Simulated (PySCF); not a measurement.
Record of a relaxation.

Compound: C2H6BF3Se.
Bonds: C1–Se2, Se2–C3, Se2–B4, B4–F5, B4–F6, B4–F7. Hydrogens: H8, H9, H10 on C1; H11, H12, H13 on C3.

Method: PySCF, PBE0-D3(BJ)/def2-TZVP geometry optimisation, gas phase; density fitting, grid level 2; the optimiser is geomeTRIC in internal coordinates, started from a GFN2-xTB structure with every atom displaced at random (about 0.01 Å). 12 of its 17 geometries are shown. The frame can shift and turn from step to step; on so coarse a grid that alone can change the energy by a few meV, and forces under 0.02 eV/Å are noise.

Step 0: E = -76339.5347 eV, largest atomic force 1.109 eV/Å
```
atom  x, y, z in Å  |  force x, y, z in eV/Å
C1      0.021    1.708   -0.026   -0.643   0.666   0.612
Se2     0.253    0.129    1.057    0.265  -0.078  -0.140
C3      1.533   -0.767   -0.103    0.492   0.006   0.906
B4     -1.563   -0.996    0.227   -0.599   0.304   0.403
F5     -1.414   -2.243    0.680    0.251  -0.548   0.266
F6     -1.386   -0.826   -1.087    0.188   0.035  -0.943
F7     -2.603   -0.302    0.741   -0.079   0.160   0.191
H8     -0.709    2.368    0.476    0.284  -0.398  -0.063
H9     -0.385    1.446   -0.985   -0.064  -0.275  -0.470
H10     0.946    2.253   -0.116    0.401   0.029  -0.033
H11     1.090   -0.945   -1.058   -0.401  -0.139  -0.616
H12     1.813   -1.710    0.382   -0.132   0.247  -0.139
H13     2.412   -0.132   -0.198    0.036  -0.008   0.026
```

Step 1: E = -76339.5917 eV, largest atomic force 0.328 eV/Å
```
atom  x, y, z in Å  |  force x, y, z in eV/Å
C1     -0.094    1.693    0.133    0.235  -0.184  -0.138
Se2     0.338    0.022    1.014    0.041   0.042   0.055
C3      1.635   -0.643   -0.258   -0.105   0.001  -0.178
B4     -1.576   -1.092    0.217    0.176  -0.087  -0.112
F5     -1.384   -2.342    0.679   -0.079   0.076  -0.037
F6     -1.423   -0.924   -1.122   -0.095  -0.022   0.192
F7     -2.541   -0.356    0.803   -0.017  -0.043  -0.046
H8     -0.852    2.160    0.748   -0.140   0.162   0.066
H9     -0.491    1.467   -0.856    0.026   0.062   0.045
H10     0.800    2.315    0.076   -0.099  -0.011   0.014
H11     1.147   -0.761   -1.228    0.061   0.028   0.091
H12     1.976   -1.611    0.102   -0.001  -0.018   0.036
H13     2.473    0.049   -0.317   -0.004  -0.007   0.012
```

Step 3: E = -76339.5982 eV, largest atomic force 0.059 eV/Å
```
atom  x, y, z in Å  |  force x, y, z in eV/Å
C1     -0.077    1.704    0.129   -0.036   0.009   0.046
Se2     0.334    0.033    1.018    0.001   0.042  -0.008
C3      1.615   -0.640   -0.266    0.008  -0.018   0.015
B4     -1.569   -1.114    0.229    0.000  -0.006  -0.015
F5     -1.369   -2.358    0.698    0.013  -0.004   0.009
F6     -1.430   -0.952   -1.107    0.000  -0.002  -0.002
F7     -2.546   -0.390    0.809   -0.021   0.003   0.017
H8     -0.847    2.196    0.721    0.027  -0.029  -0.028
H9     -0.454    1.490   -0.869   -0.002  -0.010  -0.018
H10     0.816    2.323    0.090    0.021   0.014   0.004
H11     1.127   -0.746   -1.232   -0.015   0.004  -0.016
H12     1.947   -1.612    0.095   -0.003   0.002  -0.009
H13     2.461    0.043   -0.322    0.008  -0.005   0.004
```

Step 4: E = -76339.5989 eV, largest atomic force 0.051 eV/Å
```
atom  x, y, z in Å  |  force x, y, z in eV/Å
C1     -0.071    1.709    0.124   -0.014   0.038   0.001
Se2     0.333    0.043    1.018    0.017  -0.001  -0.001
C3      1.607   -0.640   -0.269    0.013  -0.005   0.031
B4     -1.567   -1.120    0.237   -0.024   0.031   0.034
F5     -1.352   -2.360    0.710    0.012  -0.018   0.004
F6     -1.433   -0.959   -1.099   -0.002  -0.002  -0.025
F7     -2.549   -0.404    0.820    0.002  -0.015  -0.003
H8     -0.848    2.203    0.706    0.002  -0.020  -0.003
H9     -0.439    1.495   -0.877    0.004  -0.006  -0.009
H10     0.822    2.330    0.093    0.005   0.002  -0.004
H11     1.116   -0.740   -1.235   -0.010   0.002  -0.014
H12     1.930   -1.616    0.090   -0.008  -0.002  -0.010
H13     2.459    0.034   -0.324    0.002  -0.003   0.000
```

Step 6: E = -76339.6000 eV, largest atomic force 0.083 eV/Å
```
atom  x, y, z in Å  |  force x, y, z in eV/Å
C1     -0.063    1.732    0.097    0.015   0.016  -0.046
Se2     0.338    0.076    1.013    0.012  -0.023   0.006
C3      1.588   -0.643   -0.278    0.003   0.013   0.012
B4     -1.556   -1.134    0.274   -0.025   0.046   0.065
F5     -1.278   -2.365    0.740    0.006  -0.019  -0.013
F6     -1.460   -0.966   -1.064   -0.005   0.002  -0.026
F7     -2.549   -0.458    0.885    0.033  -0.025  -0.023
H8     -0.863    2.216    0.653   -0.021   0.006   0.018
H9     -0.399    1.505   -0.913    0.002   0.000   0.013
H10     0.822    2.366    0.087   -0.017  -0.011  -0.004
H11     1.091   -0.715   -1.244    0.010   0.000   0.003
H12     1.871   -1.634    0.071   -0.009  -0.006  -0.001
H13     2.467   -0.003   -0.329   -0.004   0.000  -0.004
```

Step 7: E = -76339.6005 eV, largest atomic force 0.039 eV/Å
```
atom  x, y, z in Å  |  force x, y, z in eV/Å
C1     -0.069    1.741    0.081    0.012  -0.015  -0.034
Se2     0.344    0.095    1.010   -0.006  -0.009   0.009
C3      1.583   -0.640   -0.281   -0.002   0.008  -0.005
B4     -1.544   -1.142    0.295    0.011   0.019   0.031
F5     -1.226   -2.371    0.742    0.001  -0.007  -0.015
F6     -1.477   -0.959   -1.043   -0.005   0.003  -0.014
F7     -2.540   -0.497    0.931    0.015  -0.006  -0.011
H8     -0.882    2.216    0.627   -0.015   0.013   0.014
H9     -0.392    1.504   -0.931   -0.004   0.001   0.014
H10     0.807    2.388    0.076   -0.014  -0.007   0.001
H11     1.086   -0.699   -1.248    0.012   0.001   0.008
H12     1.842   -1.640    0.064   -0.003  -0.002   0.004
H13     2.475   -0.019   -0.328   -0.002   0.001  -0.001
```

Step 9: E = -76339.6015 eV, largest atomic force 0.090 eV/Å
```
atom  x, y, z in Å  |  force x, y, z in eV/Å
C1     -0.102    1.728    0.081   -0.007  -0.029   0.026
Se2     0.348    0.092    1.014   -0.024   0.023  -0.002
C3      1.602   -0.627   -0.271   -0.004  -0.012  -0.015
B4     -1.525   -1.139    0.286    0.057  -0.039  -0.058
F5     -1.199   -2.381    0.691   -0.011   0.006   0.000
F6     -1.473   -0.922   -1.050    0.002   0.002   0.020
F7     -2.520   -0.517    0.943   -0.036   0.019   0.029
H8     -0.913    2.192    0.642    0.013   0.004  -0.011
H9     -0.441    1.477   -0.922   -0.006   0.001  -0.006
H10     0.763    2.387    0.057    0.009   0.011   0.004
H11     1.114   -0.691   -1.242   -0.005   0.006   0.003
H12     1.866   -1.625    0.075    0.008   0.006   0.003
H13     2.489    0.002   -0.313    0.004   0.001   0.008
```

Step 10: E = -76339.6015 eV, largest atomic force 0.056 eV/Å
```
atom  x, y, z in Å  |  force x, y, z in eV/Å
C1     -0.106    1.725    0.086   -0.007  -0.011   0.023
Se2     0.345    0.088    1.016   -0.019   0.017  -0.004
C3      1.605   -0.623   -0.267    0.001  -0.009  -0.005
B4     -1.524   -1.141    0.277    0.029  -0.027  -0.039
F5     -1.204   -2.385    0.679   -0.002   0.005   0.001
F6     -1.466   -0.919   -1.058    0.003   0.001   0.012
F7     -2.521   -0.519    0.932   -0.022   0.010   0.018
H8     -0.914    2.190    0.649    0.010  -0.001  -0.008
H9     -0.449    1.475   -0.916   -0.003   0.000  -0.006
H10     0.759    2.382    0.060    0.008   0.006   0.003
H11     1.119   -0.689   -1.238   -0.005   0.004  -0.001
H12     1.876   -1.619    0.079    0.005   0.004   0.000
H13     2.487    0.013   -0.307    0.003   0.001   0.006
```

Step 12: E = -76339.6013 eV, largest atomic force 0.060 eV/Å
```
atom  x, y, z in Å  |  force x, y, z in eV/Å
C1     -0.124    1.719    0.107    0.005   0.026  -0.005
Se2     0.324    0.076    1.024    0.010  -0.012  -0.001
C3      1.613   -0.602   -0.250    0.004   0.005   0.015
B4     -1.514   -1.161    0.237   -0.050   0.023   0.025
F5     -1.194   -2.410    0.624    0.015  -0.004   0.000
F6     -1.440   -0.917   -1.092    0.000  -0.001  -0.010
F7     -2.528   -0.557    0.890    0.024  -0.017  -0.024
H8     -0.927    2.187    0.672   -0.007  -0.007   0.006
H9     -0.469    1.478   -0.897    0.005   0.000   0.002
H10     0.745    2.373    0.084   -0.003  -0.008   0.000
H11     1.138   -0.669   -1.227    0.004  -0.002  -0.003
H12     1.903   -1.594    0.092   -0.005  -0.004  -0.002
H13     2.482    0.053   -0.273   -0.002   0.000  -0.002
```

Step 13: E = -76339.6014 eV, largest atomic force 0.038 eV/Å
```
atom  x, y, z in Å  |  force x, y, z in eV/Å
C1     -0.124    1.720    0.109    0.006   0.012  -0.004
Se2     0.322    0.075    1.024    0.009  -0.007  -0.001
C3      1.613   -0.602   -0.249    0.001   0.004   0.007
B4     -1.515   -1.162    0.234   -0.032   0.015   0.014
F5     -1.191   -2.410    0.622    0.008  -0.004  -0.002
F6     -1.440   -0.918   -1.095    0.000  -0.001  -0.005
F7     -2.530   -0.561    0.885    0.015  -0.011  -0.016
H8     -0.928    2.188    0.674   -0.006  -0.003   0.004
H9     -0.467    1.482   -0.896    0.003   0.001   0.002
H10     0.746    2.374    0.088   -0.003  -0.003   0.001
H11     1.140   -0.668   -1.226    0.004  -0.001  -0.001
H12     1.902   -1.594    0.093   -0.004  -0.003  -0.001
H13     2.482    0.053   -0.270   -0.001   0.000   0.000
```

Step 15: E = -76339.6014 eV, largest atomic force under 0.02 eV/Å
```
atom  x, y, z in Å  |  force x, y, z in eV/Å
C1     -0.127    1.724    0.120   -0.001  -0.008   0.000
Se2     0.311    0.070    1.025    0.004   0.005   0.001
C3      1.615   -0.596   -0.239   -0.003   0.000  -0.003
B4     -1.516   -1.170    0.212    0.003  -0.005  -0.005
F5     -1.183   -2.417    0.595   -0.005   0.001  -0.004
F6     -1.433   -0.918   -1.115    0.002   0.002   0.001
F7     -2.540   -0.581    0.859   -0.003   0.002   0.001
H8     -0.935    2.185    0.684   -0.001   0.001  -0.001
H9     -0.463    1.493   -0.889    0.001   0.001   0.001
H10     0.743    2.376    0.111    0.000   0.003   0.004
H11     1.151   -0.658   -1.222    0.001   0.002   0.001
H12     1.901   -1.591    0.099   -0.001  -0.001   0.001
H13     2.483    0.059   -0.249    0.002  -0.001   0.003
```

Step 16: E = -76339.6013 eV, largest atomic force under 0.02 eV/Å
```
atom  x, y, z in Å  |  force x, y, z in eV/Å
C1     -0.129    1.724    0.129   -0.002  -0.009  -0.001
Se2     0.304    0.065    1.027    0.003   0.005   0.003
C3      1.617   -0.594   -0.233   -0.002  -0.001  -0.003
B4     -1.518   -1.173    0.196    0.011  -0.009  -0.007
F5     -1.184   -2.422    0.574   -0.008   0.003  -0.005
F6     -1.426   -0.913   -1.129    0.001   0.003   0.001
F7     -2.546   -0.589    0.840   -0.006   0.005   0.004
H8     -0.940    2.182    0.691    0.000   0.001  -0.001
H9     -0.459    1.499   -0.883    0.001   0.001   0.000
H10     0.742    2.377    0.128    0.000   0.003   0.004
H11     1.160   -0.651   -1.219    0.000   0.002   0.001
H12     1.902   -1.590    0.102    0.000  -0.001   0.001
H13     2.484    0.063   -0.233    0.001  -0.002   0.003
```

Problem. Summarise the path.

Solution. The energy falls by 6.43 kJ/mol from step 0 to step 16; nine tenths of that is first reached at step 2. It never rises by more than 0.2 meV. The largest force goes from 1.109 to under 0.02 eV/Å. Among the bonds Se2–B4 changes most, from 2.292 to 2.354 Å; the atoms move by 0.078 Å rms after alignment.

What follows is the cost of the whole optimisation. Hardware: Arm Neoverse V2, one thread, on a shared host. Cost: 8.9 min of wall time, 1.6 GiB resident at most.
